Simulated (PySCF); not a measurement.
Unknown compound

Molecular formula: C₄ClF₇O. Simulated spectra:

¹³C{¹H} NMR (computed): δ 175.7 (C), 126.7 (C), 116.6 (C), 116.5 (C).

Calculated, not measured (PySCF 2.14.0 with density-fitted response routines): PBE0/pcSseg-1 with gauge-including orbitals, structure optimised with GFN2-xTB. In vacuum, one conformer, no relativistic terms, averaged over atoms made equivalent by symmetry, fast rotation or ring inversion.

References, each an isolated molecule treated in the same way: ¹³C (σref 186.93) against TMS.

Task: Deduce the structure.

Result: 
1. Rings plus π bonds: 1 (no ring in the answer).
2. 4 carbon signals for 4 carbons: no two carbons are equivalent.
3. Carbon types of the structure: 4 × C.
4. δC 175.7: carbonyl carbon.
5. δC 126.7: CF3 carbon; 3 electronegative neighbours deshield it.
6. δC 116.6: fully substituted sp3 carbon bonded to 2 F; 2 electronegative neighbours deshield it.
7. δC 116.5: fully substituted sp3 carbon bonded to 2 F, α to a carbonyl; 2 electronegative neighbours deshield it.

Structure: heptafluorobutyryl chloride.

This is the structure that produced the data.

Carbons that carry Cl, above all several Cl atoms, come out too deshielded, partly because spin–orbit coupling is missing. Splittings by ¹⁹F in the carbon and heteronuclear signals aren't shown, as no couplings were computed. Shifts are as computed. Against solution values, carbons near 30 ppm lie about +3 ppm off and those near 130 ppm about +5 ppm; carbons on Cl a further +6 ppm. Of 1211 compounds with measured shifts, 218 miss one by over three times the rms of a fit or turn the order of signals round; such compounds aren't used in these exercises.
